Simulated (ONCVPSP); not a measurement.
# What one change does to a pseudopotential (La, ONCV)

La (Z = 57), optimised norm-conserving Vanderbilt (ONCV), made with ONCVPSP 4.0.1 (PBE, scalar-relativistic). Core [Kr] 4d10, reference 5s2 5p6 5d1 6s1 (charge +1). Waves: 5s+6s: rc 2.40 bohr, ncon 5, nbas 10, qcut 5.3 1/bohr, 2 projectors; 5p: rc 2.20 bohr, ncon 3, nbas 8, qcut 7.9 1/bohr, 2 projectors, debl 1.3 Ha; 5d: rc 4.00 bohr, ncon 3, nbas 8, qcut 3.7 1/bohr, 2 projectors, debl 2.7 Ha; f scattering state at 0.38 Ha: rc 3.00 bohr, ncon 4, nbas 8, qcut 3.9 1/bohr, 2 projectors, debl 3.2 Ha. Local part: polynomial inside 1.60 bohr (lpopt 4, dvloc0 0 Ha). Core correction: polynomial model core, fcfact 0.4.

In the f channel the program set the typed energies aside and used -0.374, 2.826 Ha.

Change: core correction Teter function, fcfact 5.75, rcfact 1.5.

Cutoffs: the cutoffs (Ha) at which the residual kinetic energy of the hardest occupied pseudo-wave falls to 1 and 0.1 mHa per electron; they do not see the model core or the augmentation charge, which bear on the density cutoff. Errors are all-electron minus pseudo energies relative to the spin-unpolarised reference configuration.

Problem. How do hardness, ghosts and transferability respond?

Solution. The potential gets neither clearly harder nor softer (17 Ha and 20 Ha → 17 Ha and 20 Ha); of the 4 tests that both files solve, the error grows in 1 and shrinks in 1 by more than 15 % and 0.3 meV (median size 5.8 → 6.1 meV); neither file shows a bound ghost. A model core, the more so a compact one, raises the density cutoff, which this test does not measure.

```tsv
quantity	base	changed
cutoff, loose	17 Ha	17 Ha
cutoff, tight	20 Ha	20 Ha
bound ghosts	none	none
GHOST(+) flags under 300 eV	s at 101.6 eV	s at 101.6 eV
error for 5s2 5p6 5d1 6s2, meV [ΔE -5.97 eV]	+0.7	+0.4
error for 5s2 5p6 5d1 6s0, meV [ΔE 10.89 eV]	-6.0	-7.2
error for 5s2 5p6 5d0 6s0, meV [ΔE 29.84 eV]	+72	+54
error for 5s2 5p6 5d1.5 6s1.5, meV [ΔE -5.62 eV]	+5.6	+4.9
s: phases at 2.43 bohr within 0.05 rad from the reference energy up to (Ha; the scan ends near 5)	3.3	3.3
p: phases at 2.24 bohr within 0.05 rad from the reference energy up to (Ha; the scan ends near 5)	to the end of the scan	to the end of the scan
d: phases at 4.07 bohr within 0.05 rad from the reference energy up to (Ha; the scan ends near 5)	0.3	0.3
f: phases at 3.05 bohr within 0.05 rad from the reference energy up to (Ha; the scan ends near 5)	-0.4	-0.4
rms error of d²Exc/dni dnj with the model core, mHa	0.64	2.35
```

Base: The cutoffs count occupied waves only; projector 2 of the f channel, the hardest unoccupied one, needs 41 Ha at the loose tolerance. Changed file: The cutoffs count occupied waves only; projector 2 of the f channel, the hardest unoccupied one, needs 41 Ha at the loose tolerance.
